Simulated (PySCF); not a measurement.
Computed shifts of a molecule C4H10OSi, PySCF with B3LYP/pcSseg-1, GIAO, gas phase, atoms alike by connectivity averaged where their shifts nearly agree, in ppm (number of nuclei): ¹³C: 247.2 (1), 49.9 (1), 9.8 (1), -8.1 (1). ²⁹Si: -59.3 (1). ¹H: 4.51 (2), 2.90 (2), 1.28 (3), 0.59 (3). References: ¹³C against TMS (σ = 181.3 ppm); ¹⁷O against H2O (σ = 333.8 ppm); ²⁹Si against TMS (σ = 338.7 ppm); ¹H against TMS (σ = 31.68 ppm), references at their B3LYP-D3(BJ)/def2-TZVP geometries, non-relativistic. Coordinates come from a PBE0-D3(BJ)/def2-SVP optimisation. The geometry has at least one imaginary mode, so it is a saddle point at that level. The values are those of a single conformer.

Which structure fits?
(A) CCC(=O)[SiH2]C
(B) CC[C@H]1CO[SiH2]1
(C) [SiH3]OC1CCC1
(D) O[SiH]1CCCC1

A, CCC(=O)[SiH2]C
